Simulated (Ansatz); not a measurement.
```yaml
crystal:
  periodic: [false, false, false]
  atoms:
    - {symbol: F, position_ang: [-1.734757, -0.139378, -1.770542]}
    - {symbol: C, position_ang: [-0.413073, 0.232187, -1.805775]}
    - {symbol: O, position_ang: [0.269677, -0.324450, -0.741063]}
    - {symbol: C, position_ang: [0.019109, 0.264598, 0.485759]}
    - {symbol: F, position_ang: [0.650256, 1.484943, 0.550571]}
    - {symbol: C, position_ang: [0.583314, -0.655105, 1.537286]}
    - {symbol: F, position_ang: [0.294368, -0.157837, 2.783017]}
    - {symbol: H, position_ang: [-0.377833, 1.325237, -1.782845]}
    - {symbol: H, position_ang: [0.033745, -0.171557, -2.714184]}
    - {symbol: H, position_ang: [-1.048712, 0.453954, 0.640265]}
    - {symbol: H, position_ang: [0.132693, -1.644906, 1.432423]}
    - {symbol: H, position_ang: [1.668110, -0.722785, 1.419188]}
basis:
  gaussian: {orbitals: def2-TZVPD}
hamiltonian: {xc: {name: r2SCANh}, dispersion: d3bj, pseudopotentials: {relativity: none}}
scf: {lower_state_search: light}
output: {forces: true}
```

```sh
$ ansatz run in.yaml --threads 4 --pin off --events-out ev --progress --plain --max-ram 11315MiB
```

It prints (some lines left out):

```
Warning: the engine holds no damping parameters fitted to this dispersion correction and functional, so the run takes those fitted to r2scanh beside the three-body term, which d3bj leaves out (hamiltonian.dispersion, under Limitations)
Functional definition: r2SCANh
1552 factors; their error is unknown
mean field evaluation 1: about -13384.3108 eV, gradient 5.1e1 eV
mean field evaluation 2: about -13383.0349 eV, gradient 5.8e1 eV
mean field evaluation 4: about -13388.7106 eV, gradient 2.8e0 eV
mean field evaluation 8: about -13388.7026 eV, gradient 6.7e-1 eV
mean field evaluation 16: about -13388.7031 eV, gradient 5.2e-4 eV
mean field -13388.70312835 eV, -492.0257647779 hartree, gradient 7.8e-5 eV, S^2 0.000000; 0 other end points of the search recorded, 0 dependent functions left out
reference -13388.70314814 eV, -492.0257655054 hartree; 29, 29 occupied and 287, 287 virtual orbitals, 1552 factors
Total energy: -13388.76011531 eV, -492.0278590102 hartree
Atom 0 at    -1.734757    -0.139378    -1.770542 Å, force    -0.151941    -0.053068     0.030653 eV/Å
Atom 1 at    -0.413073     0.232187    -1.805775 Å, force     0.160643     0.160059    -0.184286 eV/Å
Atom 2 at     0.269677    -0.324450    -0.741063 Å, force     0.097183    -0.126474    -0.001546 eV/Å
Atom 3 at     0.019109     0.264598     0.485759 Å, force    -0.201050    -0.094245     0.131015 eV/Å
Atom 4 at     0.650256     1.484943     0.550571 Å, force     0.085904     0.137202     0.005263 eV/Å
Atom 5 at     0.583314    -0.655105     1.537286 Å, force     0.089512    -0.136431    -0.182608 eV/Å
Atom 6 at     0.294368    -0.157837     2.783017 Å, force    -0.033935     0.081305     0.123997 eV/Å
Atom 7 at    -0.377833     1.325237    -1.782845 Å, force    -0.012405    -0.042420     0.016226 eV/Å
Atom 8 at     0.033745    -0.171557    -2.714184 Å, force    -0.033459     0.011776     0.052841 eV/Å
Atom 9 at    -1.048712     0.453954     0.640265 Å, force     0.026745     0.006881    -0.015655 eV/Å
Atom 10 at     0.132693    -1.644906     1.432423 Å, force     0.014816     0.045452     0.012600 eV/Å
Atom 11 at     1.668110    -0.722785     1.419188 Å, force    -0.042011     0.009963     0.011500 eV/Å
Dipole moment:     0.089987    -0.149037    -0.317216 e Å
```

Hardware: 4 threads of an Arm Neoverse V2 on a shared host. Wall time 8.5 s, peak host memory 1.2 GiB.
